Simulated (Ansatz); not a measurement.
PBE exchange is replaced step by step with exact exchange (0 % is PBE, 25 % PBE0; no dispersion term), basis def2-SVP, Ansatz. System: `Cc1cc(-c2sc(-c3sc(S)cc3C)cc2C)sc1S`. The state is a singlet with charge 0. Geometry: r2SCAN-D4/def2-SVP.

Geometry of the singlet:

Cartesian coordinates in Å:
```
C -0.5791 5.3857 1.8875
C -0.9875 4.3028 0.9391
C -0.3835 3.0186 0.9034
C -0.9096 2.1523 -0.0494
C -0.5111 0.7904 -0.3063
S 0.6953 0.0645 0.7297
C 0.6636 -1.4382 -0.1529
C 1.5234 -2.5318 0.2314
S 3.0340 -2.2129 1.0507
C 3.4351 -3.9039 1.1058
S 4.8608 -4.5053 1.9389
C 2.4331 -4.6625 0.5350
C 1.3379 -3.9029 0.0377
C 0.1336 -4.5236 -0.6029
C -0.2627 -1.3617 -1.1841
C -0.9335 -0.1158 -1.2842
C -1.9595 0.1714 -2.3378
S -2.1851 2.9535 -0.9321
C -2.0033 4.4153 -0.0031
S -2.9678 5.8304 -0.4021
H -0.7722 5.0853 2.9314
H 0.4998 5.5952 1.8039
H -1.1339 6.3126 1.6855
H 0.4343 2.7284 1.5686
H 5.7919 -3.9375 1.1327
H 2.4879 -5.7521 0.4803
H 0.2046 -4.5184 -1.7044
H -0.7877 -3.9849 -0.3321
H 0.0269 -5.5720 -0.2889
H -0.4295 -2.1757 -1.8906
H -1.6880 1.0494 -2.9470
H -2.0675 -0.6891 -3.0135
H -2.9495 0.3807 -1.8985
H -4.0511 5.5517 0.3682
```

| exact exchange (%) | HOMO (eV) | LUMO (eV) | gap (eV) |
| --- | --- | --- | --- |
| 0 | -4.71 | -2.47 | 2.23 |
| 5 | -4.88 | -2.36 | 2.51 |
| 10 | -5.05 | -2.25 | 2.80 |
| 15 | -5.22 | -2.14 | 3.08 |
| 25 | -5.57 | -1.91 | 3.67 |
| 50 | -6.46 | -1.30 | 5.16 |

Problem. Fit a straight line to the column «gap (eV)» against the share of exact exchange and predict its value at 35 %.

Solution. With x = exact exchange (%) and y = gap (eV): mean x = 17.5, mean y = 3.242; Σ(x − x̄)(y − ȳ) = 96.13, Σ(x − x̄)² = 1638; slope b = 0.05869, intercept a = ȳ − b·x̄ = 2.215. The residuals of the fitted rows reach 0.02. At x = 35 the line gives 2.215 + (0.05869 × 35) = 4.27; the run gave 4.26, 0.01 less than the line.
